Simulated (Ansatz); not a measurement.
Species: GeBr₂ (charge -1, doublet). 
Coordinates optimised at B3LYP-D3(BJ)/def2-TZVP (Ansatz, a first-principles code):
```
Ge
Br 1 2.5363
Br 1 2.5363 2 101.18
```
Charge -1, spin multiplicity 2.

Basis-set convergence of Hartree-Fock and CCSD correlation energies (hartree) with Ansatz. Valence correlation only, unless marked. UHF or UKS for open shells. Spin-orbit coupling is left out. The frozen core is the preceding noble-gas configuration, with the filled d and f shells of earlier blocks. Non-relativistic. This anion needs diffuse functions, which these sets lack.

| basis | functions | E(HF) | E(corr, CCSD) |
|---|---|---|---|
| cc-pVDZ | 81 | -7220.24857 | -0.32375 |
| cc-pVTZ | 129 | ? | ? |

### Question
Fill in the missing entries.

### Answer

- cc-pVTZ, E(HF): -7220.47809
- cc-pVTZ, E(corr, CCSD): -0.44438
